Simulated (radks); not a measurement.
Values are calculated unless marked as measured or tabulated.
These are the eigenvalues of the occupied orbitals of an atom or ion with whole-number occupations (eV). Level of theory: scalar-relativistic Kohn-Sham, LDA (Slater exchange, Perdew-Zunger correlation), spin-polarised, spherical densities, point nucleus (a radial shooting solver on a logarithmic mesh with Libxc functionals).

orbital  eigenvalue
1s up     -36103.92
1s down   -36103.85
2s up     -5953.012
2s down   -5951.002
2p up     -5378.359
2p down   -5376.735
3s up     -1496.003
3s down   -1494.621
3p up     -1311.126
3p down   -1309.649
3d up     -1040.742
3d down   -1038.838
4s up     -524.1436
4s down   -518.2855
4p up     -461.3548
4p down   -455.5377
4d up     -368.7834

Which element is it, and in what charge state? The configuration may be excited. Open shells, if any, are filled with parallel spins first.

Answer. Z = 55, caesium, charge +15: Cs15+ in [Kr] 4d4. The list shows which subshells hold electrons but not how many an open one holds; the 1s level, -1326.8 hartree, gives Z - s = 51.5 by -(Z - s)^2/2, which with screening and relativity narrows Z to a few neighbours, and the depths of the outer levels then fix element, charge and occupations together.
